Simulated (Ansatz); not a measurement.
System: FeBr₂, net charge 0, quintet state. The spin state was set by rule; other spins were not relaxed. 
Structure (B3LYP-D3(BJ)/def2-TZVP (Ansatz, a first-principles code) minimum search):
SMILES: [Br][Fe][Br]
```xyz
3

Fe     0.0000     0.0000     0.0000
Br     0.0000     0.0000     2.2922
Br     0.0000     0.0000    -2.2922
```
Charge 0, spin multiplicity 5.

Parts of the frozen-core correlation energy in def2-SVP (Ansatz, hartree). Frozen orbitals: 37; correlated occupied orbitals by spin: 13 and 9; virtual: 45 and 49. UHF or UKS for open shells. Spin-orbit coupling is left out. Non-relativistic.

```csv
term,value
reference (HF),-6406.62832
MP2 opposite-spin,[?]
MP2 same-spin,[?]
CCSD correlation,-0.37806
(T),[?]
T1 diagnostic,0.021
largest doubles amplitude,0.039
<S^2> of the reference,6.016
```

### Question
Complete the blanks.

### Answer

- MP2 opposite-spin, value: -0.22752
- MP2 same-spin, value: -0.12113
- (T), value: -0.00880
